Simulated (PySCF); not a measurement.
Simulation results for CH₃AlClSi

All values are calculated (PySCF 2.14.0). Calculation on a computer-drawn molecule: optimised geometry and harmonic frequencies of an isolated molecule of the commonest isotopes, restricted reference for singlets and unrestricted otherwise, frozen core in MP2.

```json
{"formula": "CH3AlClSi", "start_structure": {"atoms_angstrom": [["Al", 1.7293, 0.3666, -1.2071], ["C", 0.4058, 0.2173, 0.2253], ["Si", -0.4737, 1.5016, 1.0401], ["Cl", -1.2005, 3.0634, -0.0736], ["H", 3.0455, 0.9974, -1.9584], ["H", 0.6981, -0.5579, 0.9231], ["H", -0.936, 1.8884, 2.4593]]}, "given": {"charge": 0, "multiplicity": 2, "method": "HF", "basis": "cc-pV(D+d)Z", "drawn_bonds_atom": [1, 2, 3, 1, 2, 3], "drawn_bonds_other_atom": [2, 3, 4, 5, 6, 7], "drawn_bonds_order": [1, 2, 1, 1, 1, 1]}, "results": {"optimised_atom_element": ["Al", "C", "Si", "Cl", "H", "H", "H"], "optimised_atom_x [angstrom]": [1.955, 0.7245, -0.3296, -0.5264, 2.042, 0.6599, -1.257], "optimised_atom_y [angstrom]": [0.1473, 0.2442, 1.502, 3.251, 1.375, -0.593, 1.551], "optimised_atom_z [angstrom]": [-1.001, 0.4813, 0.8883, -0.1482, -2.013, 1.178, 2.024], "modes_frequency [cm^-1]": [102.8, 160.5, 217.6, 303.7, 530.9, 531.0, 612.9, 682.1, 725.5, 869.7, 1008, 1182, 1913, 2390, 3268], "modes_reduced_mass [dalton]": [9.939, 3.31, 1.24, 5.086, 1.222, 10.01, 1.85, 2.255, 1.113, 1.069, 1.32, 5.195, 1.043, 1.044, 1.084], "rotational_constants [GHz]": [6.706, 1.787, 1.411], "total_energy [hartree]": -1029.9476, "spin_squared": 0.756, "convergence_status_largest_gradient_component [hartree/bohr]": 2.354e-05}}
```
